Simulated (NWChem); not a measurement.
Species: NiHOCl, triplet; SMILES [OH][Ni][Cl]

```xyz
4

Ni    -0.0017     0.3532     0.0004
Cl     0.0011    -1.7282     0.0000
O      0.0000     2.0368     0.0010
H      0.0193     2.9921    -0.0040
```
Atoms are numbered in this order, from 1.

This is a stationary point of PBE0/def2-SVP, spin-unrestricted (NWChem), point group C*v. This spin state was assumed; another may lie lower.

Question: Is it a minimum? If not, what does it relax to?

Answer: No. It has an imaginary frequency of 191i cm⁻¹. Following that mode (on a finer grid) lowers the energy by 0.4 kcal/mol and ends, with real frequencies alone, at point group Cs:
```xyz
4

Ni     0.1522     0.3961    -0.0326
Cl    -0.1215    -1.6694     0.0261
O      0.1443     2.0978    -0.0308
H     -0.4369     2.8497     0.0946
```
